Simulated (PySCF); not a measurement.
Isomers of C6H13FO, mass 120.095 u with the commonest isotopes. Method used: PBE0/pcSseg-1 in PySCF (dipole) on a GFN2-xTB geometry, gas phase. One conformer each, none proved a minimum here; rigid rotors.

Question: Order these by out-of-plane moment Σ m c² = (Ia + Ib − Ic)/2, smallest first.
A. `[CH3:1][C@@H:2]([F:3])[O:4][C:5]([CH3:6])([CH3:7])[CH3:8]` with C1–C2–O4–C5 160°
B. `[CH3:1][O:2][C@H:3]([F:4])[C:5]([CH3:6])([CH3:7])[CH3:8]` with C1–O2–C3–F4 -65°
C. `[CH3:1][CH2:2][C@@H:3]([F:4])[C@@H:5]([CH3:6])[O:7][CH3:8]` with C1–C2–C3–F4 57°, C2–C3–C5–C6 43°, C3–C5–O7–C8 73°

Answer: C (18.61 u·Å²), B (59.63 u·Å²), A (60.37 u·Å²).

Question: Order these by rotational constant C, largest first.
A. `[CH3:1][C@@H:2]([F:3])[O:4][C:5]([CH3:6])([CH3:7])[CH3:8]` with C1–C2–O4–C5 160°
B. `[CH3:1][O:2][C@H:3]([F:4])[C:5]([CH3:6])([CH3:7])[CH3:8]` with C1–O2–C3–F4 -65°
C. `[CH3:1][CH2:2][C@@H:3]([F:4])[C@@H:5]([CH3:6])[O:7][CH3:8]` with C1–C2–C3–F4 57°, C2–C3–C5–C6 43°, C3–C5–O7–C8 73°

Answer: B (1303 MHz), A (1222 MHz), C (997.2 MHz).

Question: Order these by radius of gyration √(Σ m r²/M), largest first.
A. `[CH3:1][C@@H:2]([F:3])[O:4][C:5]([CH3:6])([CH3:7])[CH3:8]` with C1–C2–O4–C5 160°
B. `[CH3:1][O:2][C@H:3]([F:4])[C:5]([CH3:6])([CH3:7])[CH3:8]` with C1–O2–C3–F4 -65°
C. `[CH3:1][CH2:2][C@@H:3]([F:4])[C@@H:5]([CH3:6])[O:7][CH3:8]` with C1–C2–C3–F4 57°, C2–C3–C5–C6 43°, C3–C5–O7–C8 73°

Answer: C (2.092 Å), A (1.987 Å), B (1.930 Å).

```tsv
SMILES	point group	Ia (u·Å²)	Ib (u·Å²)	Ic (u·Å²)	κ	μa (D)	μb (D)	μc (D)
C[C@@H](F)OC(C)(C)C	C1	162.47	371.95	413.69	-0.85	1.10	1.01	1.27
CC[C@@H](F)[C@@H](C)OC	C1	163.82	380.19	506.78	-0.68	0.65	0.89	0.27
CO[C@H](F)C(C)(C)C	C1	171.19	335.97	387.90	-0.76	0.46	0.88	1.06
```
